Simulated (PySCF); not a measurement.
GeH₅Si, multiplicity 2. Atoms are numbered in the order given.

```xyz
7

Si    -1.5822    -0.0177     0.0000
Ge     0.7979     0.0449     0.0000
H     -2.0830     0.6889     1.2183
H     -2.0830     0.6889    -1.2183
H     -2.1240    -1.4158     0.0000
H      1.4547    -0.5758     1.2646
H      1.4547    -0.5758    -1.2646
```
Charge 0, spin multiplicity 2.

Geometry: PBE-D3(BJ)/def2-TZVP. The isomer is the one that the SMILES or the coordinates give; other isomers of the formula were not compared.

These are PBE/def2-TZVPD (PySCF) values and carry that method's errors.

Isolated molecule, no solvent.

Computed frontier levels, dipole moment and polarisability:
```yaml
"α spin, highest occupied and lowest empty level": -5.11 and -0.88 eV
"β spin, highest occupied and lowest empty level": -7.33 and -3.80 eV
dipole_moment: 0.032 e·Å
quadrupole, principal values (traceless, Buckingham form, about the centre of nuclear charge): -0.29, -0.13, 0.42 D·Å
mean_static_polarisability: 72.2 bohr³ (10.69 Å³)
polarisability_principal_values: 61.7, 63.9, 90.8 bohr³
"⟨S²⟩": 0.752 (pure state 0.75)
```
